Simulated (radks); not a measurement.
Problem. The mean radii <r> (bohr) of the occupied orbitals of an atom or ion are listed with their occupations. Calculated with a radial shooting solver on a logarithmic mesh with Libxc functionals: scalar-relativistic Kohn-Sham, SCAN, spin-polarised, spherical densities, finite nucleus; meta-GGA in the generalised Kohn-Sham scheme; Fermi nuclear charge, rms radius of each element as measured or else 0.836 A^(1/3) + 0.57 fm.

| orbital | occ. | <r> |
|---|---|---|
| 1s up | 1 | 0.02972 |
| 1s down | 1 | 0.02972 |
| 2s up | 1 | 0.1284 |
| 2s down | 1 | 0.1284 |
| 2p up | 3 | 0.1122 |
| 2p down | 3 | 0.1122 |
| 3s up | 1 | 0.3477 |
| 3s down | 1 | 0.3477 |
| 3p up | 3 | 0.3466 |
| 3p down | 3 | 0.3466 |
| 3d up | 5 | 0.3244 |
| 3d down | 5 | 0.3243 |
| 4s up | 1 | 0.8499 |
| 4s down | 1 | 0.8503 |
| 4p up | 3 | 0.9229 |
| 4p down | 3 | 0.9220 |
| 4d up | 5 | 1.172 |
| 4d down | 5 | 1.154 |
| 5s up | 1 | 2.315 |

Name the element and its charge. Open shells, if any, are filled with parallel spins first.

Solution. Z = 49, indium, charge +2: In2+ in [Kr] 4d10 5s1. The 1s radius gives Z: for a bare nucleus <r> = (2 gamma + 1)/(2Z) with gamma = sqrt(1 - (Z/c)^2), 0.02926 bohr for Z = 49, and screening makes it slightly larger (0.02972 here). The occupations add up to 47, and the charge is Z minus that.
